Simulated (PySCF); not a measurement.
Isomers of C6H11ClOSi, mass 162.027 u with the commonest isotopes. The calculation used PBE0-D3(BJ)/def2-SVP geometry optimisation, gas phase in PySCF 2.14.0. One conformer each, none proved a minimum here; rigid rotors.

Question: Order these by out-of-plane moment Σ m c² = (Ia + Ib − Ic)/2, largest first.
A. `[CH2:1]=[CH:2][CH2:3][C@@H:4]1[CH2:5][CH2:6][O:7][Si@@H:8]1[Cl:9]` with C1–C2–C3–C4 114°, C2–C3–C4–C5 176°, C3–C4–C5–C6 -165°, C4–C5–C6–O7 39°, C5–C6–O7–Si8 -18°, C6–O7–Si8–Cl9 110°
B. `[CH2:1]=[CH:2][C@@H:3]1[CH2:4][Si@H:5]([Cl:6])[CH2:7][CH2:8][O:9]1` with C1–C2–C3–C4 -107°, C2–C3–C4–Si5 -175°, C3–C4–Si5–Cl6 160°, C4–Si5–C7–C8 -39°, Si5–C7–C8–O9 55°
C. `[CH2:1]=[CH:2][CH2:3][C@@H:4]1[SiH2:5][O:6][CH2:7][C@H:8]1[Cl:9]` with C1–C2–C3–C4 114°, C2–C3–C4–Si5 -63°, C3–C4–Si5–O6 -145°, C4–Si5–O6–C7 -3°, Si5–O6–C7–C8 27°, O6–C7–C8–Cl9 -168°
D. `[SiH3:1][O:2][C@@H:3]1[CH2:4][C@:5]2([Cl:6])[CH2:7][C@H:8]1[CH2:9]2` with Si1–O2–C3–C4 -177°
E. `[CH2:1]=[CH:2][C@@H:3]1[CH2:4][Si@@H:5]([Cl:6])[CH2:7][CH2:8][O:9]1` with C1–C2–C3–C4 -105°, C2–C3–C4–Si5 -175°, C3–C4–Si5–Cl6 -74°, C4–Si5–C7–C8 -40°, Si5–C7–C8–O9 55°
F. `[CH2:1]=[CH:2][CH2:3][C@@H:4]1[SiH2:5][O:6][CH2:7][C@@H:8]1[Cl:9]` with C1–C2–C3–C4 -117°, C2–C3–C4–Si5 -57°, C3–C4–Si5–O6 -153°, C4–Si5–O6–C7 1°, Si5–O6–C7–C8 23°, O6–C7–C8–Cl9 77°

Answer: E (80.25 u·Å²), F (65.85 u·Å²), A (62.94 u·Å²), D (56.17 u·Å²), B (32.81 u·Å²), C (20.79 u·Å²).

Question: Order these by dipole moment, largest first.
A. `[CH2:1]=[CH:2][CH2:3][C@@H:4]1[CH2:5][CH2:6][O:7][Si@@H:8]1[Cl:9]` with C1–C2–C3–C4 114°, C2–C3–C4–C5 176°, C3–C4–C5–C6 -165°, C4–C5–C6–O7 39°, C5–C6–O7–Si8 -18°, C6–O7–Si8–Cl9 110°
B. `[CH2:1]=[CH:2][C@@H:3]1[CH2:4][Si@@H:5]([Cl:6])[CH2:7][CH2:8][O:9]1` with C1–C2–C3–C4 -105°, C2–C3–C4–Si5 -175°, C3–C4–Si5–Cl6 -74°, C4–Si5–C7–C8 -40°, Si5–C7–C8–O9 55°
C. `[CH2:1]=[CH:2][C@@H:3]1[CH2:4][Si@H:5]([Cl:6])[CH2:7][CH2:8][O:9]1` with C1–C2–C3–C4 -107°, C2–C3–C4–Si5 -175°, C3–C4–Si5–Cl6 160°, C4–Si5–C7–C8 -39°, Si5–C7–C8–O9 55°
D. `[CH2:1]=[CH:2][CH2:3][C@@H:4]1[SiH2:5][O:6][CH2:7][C@@H:8]1[Cl:9]` with C1–C2–C3–C4 -117°, C2–C3–C4–Si5 -57°, C3–C4–Si5–O6 -153°, C4–Si5–O6–C7 1°, Si5–O6–C7–C8 23°, O6–C7–C8–Cl9 77°
E. `[CH2:1]=[CH:2][CH2:3][C@@H:4]1[SiH2:5][O:6][CH2:7][C@H:8]1[Cl:9]` with C1–C2–C3–C4 114°, C2–C3–C4–Si5 -63°, C3–C4–Si5–O6 -145°, C4–Si5–O6–C7 -3°, Si5–O6–C7–C8 27°, O6–C7–C8–Cl9 -168°

Answer: A (2.54 D), D (2.28 D), C (1.46 D), E (1.23 D), B (1.04 D).

Question: Order these by rotational constant A, largest first.
A. `[CH2:1]=[CH:2][CH2:3][C@@H:4]1[SiH2:5][O:6][CH2:7][C@H:8]1[Cl:9]` with C1–C2–C3–C4 114°, C2–C3–C4–Si5 -63°, C3–C4–Si5–O6 -145°, C4–Si5–O6–C7 -3°, Si5–O6–C7–C8 27°, O6–C7–C8–Cl9 -168°
B. `[CH2:1]=[CH:2][C@@H:3]1[CH2:4][Si@@H:5]([Cl:6])[CH2:7][CH2:8][O:9]1` with C1–C2–C3–C4 -105°, C2–C3–C4–Si5 -175°, C3–C4–Si5–Cl6 -74°, C4–Si5–C7–C8 -40°, Si5–C7–C8–O9 55°
C. `[CH2:1]=[CH:2][C@@H:3]1[CH2:4][Si@H:5]([Cl:6])[CH2:7][CH2:8][O:9]1` with C1–C2–C3–C4 -107°, C2–C3–C4–Si5 -175°, C3–C4–Si5–Cl6 160°, C4–Si5–C7–C8 -39°, Si5–C7–C8–O9 55°
D. `[CH2:1]=[CH:2][CH2:3][C@@H:4]1[CH2:5][CH2:6][O:7][Si@@H:8]1[Cl:9]` with C1–C2–C3–C4 114°, C2–C3–C4–C5 176°, C3–C4–C5–C6 -165°, C4–C5–C6–O7 39°, C5–C6–O7–Si8 -18°, C6–O7–Si8–Cl9 110°
E. `[SiH3:1][O:2][C@@H:3]1[CH2:4][C@:5]2([Cl:6])[CH2:7][C@H:8]1[CH2:9]2` with Si1–O2–C3–C4 -177°

Answer: E (3423 MHz), C (2134 MHz), B (1740 MHz), D (1533 MHz), A (1492 MHz).

```json
{"SMILES": "C=CC[C@@H]1CCO[Si@@H]1Cl", "point group": "C1", "Ia (u·Å²)": "329.77", "Ib (u·Å²)": "574.03", "Ic (u·Å²)": "777.92", "κ": "-0.48", "μa (D)": "0.94", "μb (D)": "2.36", "μc (D)": "0.13"}
{"SMILES": "C=C[C@@H]1C[Si@@H](Cl)CCO1", "point group": "C1", "Ia (u·Å²)": "290.42", "Ib (u·Å²)": "636.32", "Ic (u·Å²)": "766.24", "κ": "-0.75", "μa (D)": "0.12", "μb (D)": "0.63", "μc (D)": "0.82"}
{"SMILES": "C=CC[C@@H]1[SiH2]OC[C@H]1Cl", "point group": "C1", "Ia (u·Å²)": "338.73", "Ib (u·Å²)": "584.48", "Ic (u·Å²)": "881.62", "κ": "-0.37", "μa (D)": "1.21", "μb (D)": "0.26", "μc (D)": "0.04"}
{"SMILES": "C=CC[C@@H]1[SiH2]OC[C@@H]1Cl", "point group": "C1", "Ia (u·Å²)": "292.28", "Ib (u·Å²)": "623.91", "Ic (u·Å²)": "784.50", "κ": "-0.69", "μa (D)": "1.26", "μb (D)": "0.17", "μc (D)": "1.89"}
{"SMILES": "C=C[C@@H]1C[Si@H](Cl)CCO1", "point group": "C1", "Ia (u·Å²)": "236.84", "Ib (u·Å²)": "771.08", "Ic (u·Å²)": "942.30", "κ": "-0.85", "μa (D)": "0.99", "μb (D)": "0.53", "μc (D)": "0.93"}
{"SMILES": "[SiH3]O[C@@H]1C[C@]2(Cl)C[C@H]1C2", "point group": "C1", "Ia (u·Å²)": "147.62", "Ib (u·Å²)": "866.71", "Ic (u·Å²)": "902.00", "κ": "-0.98", "μa (D)": "1.53", "μb (D)": "1.40", "μc (D)": "0.66"}
```
